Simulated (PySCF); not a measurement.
Al(F)(OH)(OSiH3) (AlFH4O2Si), SMILES [OH][Al]([F])[O][SiH3].

Coordinates come from a PBE-D3(BJ)/def2-SVP optimisation. The structure was generated by enumeration; whether it is a known compound was not checked. The values are those of a single conformer.

Method: TDA-PBE/def2-SVPD (PySCF).

Vertical excitations. 

```json
[
 {"state": "S1", "energy (eV)": "5.47", "λ (nm)": "227", "f": "0.004", "main pairs": "HOMO→LUMO 100 %"},
 {"state": "S2", "energy (eV)": "5.52", "λ (nm)": "225", "f": "0.001", "main pairs": "HOMO−1→LUMO 100 %"},
 {"state": "S3", "energy (eV)": "6.16", "λ (nm)": "201", "f": "0.036", "main pairs": "HOMO−2→LUMO 99 %"},
 {"state": "S4", "energy (eV)": "6.59", "λ (nm)": "188", "f": "0.034", "main pairs": "HOMO−3→LUMO 95 %"},
 {"state": "S5", "energy (eV)": "7.02", "λ (nm)": "177", "f": "0.001", "main pairs": "HOMO→LUMO+1 100 %"},
 {"state": "S6", "energy (eV)": "7.20", "λ (nm)": "172", "f": "0.000", "main pairs": "HOMO→LUMO+2 95 %"},
 {"state": "S7", "energy (eV)": "7.26", "λ (nm)": "171", "f": "0.032", "main pairs": "HOMO−4→LUMO 41 %, HOMO−1→LUMO+2 36 %, HOMO−1→LUMO+1 21 %"},
 {"state": "S8", "energy (eV)": "7.27", "λ (nm)": "171", "f": "0.016", "main pairs": "HOMO−1→LUMO+2 63 %, HOMO−4→LUMO 26 %"},
 {"state": "S9", "energy (eV)": "7.28", "λ (nm)": "170", "f": "0.054", "main pairs": "HOMO−1→LUMO+1 59 %, HOMO−4→LUMO 31 %"},
 {"state": "S10", "energy (eV)": "7.38", "λ (nm)": "168", "f": "0.005", "main pairs": "HOMO−5→LUMO 98 %"},
 {"state": "T1", "energy (eV)": "5.32", "λ (nm)": "233", "f": "0", "main pairs": "HOMO→LUMO 100 %"},
 {"state": "T2", "energy (eV)": "5.36", "λ (nm)": "231", "f": "0", "main pairs": "HOMO−1→LUMO 100 %"},
 {"state": "T3", "energy (eV)": "5.83", "λ (nm)": "213", "f": "0", "main pairs": "HOMO−2→LUMO 99 %"},
 {"state": "T4", "energy (eV)": "6.23", "λ (nm)": "199", "f": "0", "main pairs": "HOMO−3→LUMO 99 %"}
]
```
Triplets are in the Tamm–Dancoff approximation.
